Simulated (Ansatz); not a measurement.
Reactions of `C[O][Al]([F])[Cl]`.

Program: Ansatz. Geometries: PBE0-D4/def2-TZVP. ΔE: electronic, gas phase. CBS: MP2 limit from def2 TZ/QZ plus the TZ coupled-cluster correction, frozen cores. This one scheme is used for every species, atoms too. Functionals use def2-TZVPP. Open shells (•) are unrestricted, without spin–orbit coupling. Spin–orbit coupling would lower the free atoms: a little for F. Bonds to Br, Se, Zn are less sure, by a few kJ/mol each and by 10 to 20 or more in all where they break to atoms, as the def2 sets lack core-valence functions. Scalar relativity is left out up to krypton. Each species was taken in one conformer, which may not be the lowest.

| reaction | ωB97M-V (kJ/mol) | PBE-D4 (kJ/mol) |
| --- | --- | --- |
| `C[O][Al]([F])[Cl]` + H–F → `C[O][Al]([F])[F]` + HCl | -18 | -15 |
| `C[O][Al]([F])[Cl]` + `[SiH3]O[CH2][ZnH]` → `C[O][Al]([F])[O][SiH3]` + `Cl[CH2][ZnH]` | -37 | -31 |
| `C[O][Al]([F])[Cl]` + H₂O → `C[O][Al]([OH])[F]` + HCl | 26 | 28 |
| `C[O][Al]([F])[Cl]` + CH₃OH → `C[O][Al]([Cl])[O]C` + H–F | 48 | 47 |
| `C[O][Al]([F])[Cl]` + `C[SeH]` → `C[Se][Al]([F])[Cl]` + CH₃OH | 18 | 6 |
| `C[O][Al]([F])[Cl]` → `C[O][Al][Cl]`• + F• | 659 | 645 |
| `C[O][Al]([F])[Cl]` + HBr → `[F][Al]([Cl])[Br]` + CH₃OH | -22 | -25 |
| `C[O][Al]([F])[Cl]` + H₂ → `C[O][AlH][F]` + HCl | 131 | 128 |
| `C[O][Al]([F])[Cl]` → `[CH2]` (triplet) + `[OH][Al]([F])[Cl]` | 380 | 384 |
| `C[O][Al]([F])[Cl]` + CH₃OH → `C[O][Al]([F])[O]C` + HCl | 36 | 37 |

Task: Give the CCSD(T)/CBS values in the same order. (An estimate is asked.)

Result: Ansatz gave: -17, -42, 28, 47, 14, 666, -24, 135, 374, 35 kJ/mol.

Largest T1 diagnostic: 0.014, for `[SiH3]O[CH2][ZnH]`.
